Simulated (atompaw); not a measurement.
## Before and after: PAW (atompaw) potential for Er

```json
{
 "Element": "erbium (Er)",
 "Generator": "atompaw 4.2.0.5",
 "Type": "PAW",
 "Functional": "LDA (PW92)",
 "Relativity": "scalar-relativistic",
 "Frozen core": "[Kr] 4d10 4f11",
 "Valence charge": "11",
 "Reference configuration": "5s2 5p6 5d1 6s2 6p0",
 "Partial waves": "5s (bound); 6s (bound); 5p (bound); 6p (bound, empty); 5d (bound); 5d channel at 1.45 Ry; 5f channel at 0.05 Ry",
 "Local potential": "troulliermartins scheme with l = 4 at 0 Ry, radius 2.25 bohr",
 "Core correction": "smooth core density matched at 1.95 bohr",
 "Augmentation charge": "besselshape compensation charge, radius 1.90 bohr; PAW radius 2.45 bohr; waves and projectors: bloechl"
}
```

Change: local potential vpsmatchnc scheme with l = 4 at 0 Ry, radius 2.25 bohr.

Cutoffs: the cutoffs (Ry, on a coarse ladder) from which the occupation-weighted sum of valence levels, in a spherical-Bessel basis at the reference potential, stays within 10 and 1 mRy of its value at 400 Ry; they do not see the model core or the augmentation charge, which bear on the density cutoff.

Q: What does the change do?

A: The potential gets harder (30 Ry and 45 Ry → 50 Ry and 70 Ry); the range in which the s phases agree narrows (upper end 4.0 → 0.6); the range in which the p phases agree narrows (upper end at the end of the scan → 1.8); neither file shows a bound ghost.

| quantity | base | changed |
| --- | --- | --- |
| cutoff, loose | 30 Ry | 50 Ry |
| cutoff, tight | 45 Ry | 70 Ry |
| loose cutoff by channel (10 mRy a level) | s 15 Ry, p 21 Ry, d 18 Ry | s 40 Ry, p 40 Ry, d 30 Ry |
| bound ghosts | none | none |
| s: phases at 2.46 bohr within 0.05 rad from the reference energy up to (Ry; the scan ends near 5) | 4.0 | 0.6 |
| p: phases at 2.46 bohr within 0.05 rad from the reference energy up to (Ry; the scan ends near 5) | to the end of the scan | 1.8 |
| d: phases at 2.46 bohr within 0.05 rad from the reference energy up to (Ry; the scan ends near 5) | to the end of the scan | 4.3 |
| f: phases at 2.46 bohr within 0.05 rad from the reference energy up to (Ry; the scan ends near 5) | 0.5 | 0.5 |
| lowest overlap eigenvalue by channel | s 0.48, p 0.71, d 0.89, f 1.00 | s 0.21, p 0.49, d 0.69, f 1.00 |

 The cutoffs see the waves, projectors and local potential, not the compensation charge or the core.
